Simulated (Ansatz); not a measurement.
Stepwise reaction of GeH₄ with hydrogen fluoride, as a gas-phase model of exchange steps in deposition or etching. ΔE in kJ/mol; ΔG adds harmonic PBE0-D4 terms to CCSD(T)/CBS, at 1 bar.

Isolated molecules relaxed with PBE0-D4/def2-TZVP in Ansatz; ΔE leaves out vibrations. CCSD(T)/CBS adds triple-zeta CCSD(T) − MP2 to the extrapolated MP2 energy (def2 sets, frozen cores). This one scheme is used for every species. DFT in def2-TZVPP. B3LYP here is the variant with VWN-RPA as its local correlation; programs differ in this. For Ge outer-core shells are correlated without core-valence functions, which leaves a few kJ/mol of doubt a bond. Scalar relativity is left out up to krypton.

```json
{"step": "1", "reaction": "GeH₄ + H–F → `[F][GeH3]` + H₂", "PBE-D4": "-30.8", "B3LYP-D4": "-36.4", "ωB97M-V": "-34.6", "CCSD(T)/CBS": "-28.1", "ΔG(400 K)": "-33.7"}
{"step": "3", "reaction": "`[F][GeH2][F]` + H–F → `[F][GeH]([F])[F]` + H₂", "PBE-D4": "-47.4", "B3LYP-D4": "-50.1", "ωB97M-V": "-51.0", "CCSD(T)/CBS": "-45.6", "ΔG(400 K)": "-45.7"}
{"step": "4", "reaction": "`[F][GeH]([F])[F]` + H–F → `[F][Ge]([F])([F])[F]` + H₂", "PBE-D4": "-21.3", "B3LYP-D4": "-23.9", "ωB97M-V": "-25.8", "CCSD(T)/CBS": "-20.7", "ΔG(400 K)": "-17.3"}
```

Question: Give the row of step 2, `[F][GeH3]` + H–F → `[F][GeH2][F]` + H₂. (An estimate is asked.)

Answer: Ansatz gave: 
| step | reaction | PBE-D4 | B3LYP-D4 | ωB97M-V | CCSD(T)/CBS | ΔG(400 K) |
| --- | --- | --- | --- | --- | --- | --- |
| 2 | `[F][GeH3]` + H–F → `[F][GeH2][F]` + H₂ | -49.8 | -53.2 | -52.7 | -47.0 | -49.6 |

Question: By hand: ΔE of the 4 steps together at CCSD(T)/CBS.

Answer: (-28.1) + (-47.0) + (-45.6) + (-20.7) = -141.4 kJ/mol, or -35.4 kJ/mol a step.

In ΔE step 2 is the lowest and step 4 the highest. All are downhill at CCSD(T)/CBS. ΔG lies between -49.6 and -17.3 kJ/mol a step. PBE-D4 differs from CCSD(T)/CBS by -2.8 to -0.6 kJ/mol a step. Isolated molecules leave out the surface, adducts and barriers. Largest T1 diagnostic: 0.012.
